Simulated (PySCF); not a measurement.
Mg(H)(GeH3) (GeH4Mg), SMILES [MgH][GeH3]. Coordinates come from a B3LYP-D3(BJ)/def2-TZVP optimisation.

Computed equilibrium geometry at B3LYP-D3(BJ)/def2-TZVP (PySCF confirms it by a frequency run) as bond lengths and angles, and its point group:
point group C3v.
Atoms: Mg1 H2 Ge3 H4 H5 H6. Bond lengths (Å): Mg1–H2 1.700, Mg1–Ge3 2.588, Ge3–H4 1.550, Ge3–H5 1.550, Ge3–H6 1.550. Bond angles (°): H2–Mg1–Ge3 180.0, Mg1–Ge3–H4 114.0, Mg1–Ge3–H5 114.0, Mg1–Ge3–H6 114.0, H4–Ge3–H5 104.6, H4–Ge3–H6 104.6, H5–Ge3–H6 104.6.
